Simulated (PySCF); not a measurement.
# Pt⁵¹⁺: ionisation energy

Pt⁵¹⁺ [Ar] 3d9 [3d3/2^4 3d5/2^5, M_J = 5/2] → Pt⁵²⁺ [Ar] 3d8 [3d3/2^4 3d5/2^4, M_J = 4], as a difference of total energies. All numbers are calculated (PySCF 2.14, the two-component X2C-1e Hamiltonian, in an even-tempered Gaussian basis (15 s from 14 bohr⁻², ratio 2.8; 13 p from 18 bohr⁻², ratio 2.8; 8 d from 18 bohr⁻², ratio 2.8; 3 f from 65 bohr⁻², ratio 3)). Correlated levels: [Ne] frozen; the 78 highest virtual spinors dropped. "Screened" scales the spin-orbit matrix elements by Boettger's factors to mimic the two-electron term; Breit and QED terms are absent.

```tsv
method	ionisation energy (eV)
GHF (spin-free)	4874.9
GMP2 (spin-free)	4876.3
GHF (screened spin-orbit)	4841.6
GMP2 (screened spin-orbit)	4843.0
```

Breit and QED terms and the two-electron picture change are absent.

The spin-free rows relax to the high-spin LS determinant and lack the spin-orbit shift.

The labels give the starting determinants; with spin-orbit coupling the two ends relaxed to ⟨J²⟩ = 8.75, ⟨L²⟩ = 6.08, ⟨S²⟩ = 0.83 and ⟨J²⟩ = 20.00, ⟨L²⟩ = 13.20, ⟨S²⟩ = 1.79.

For comparison: 4839 ± 4 eV (theoretical estimate listed by NIST; NIST Atomic Spectra Database, ionization energies).
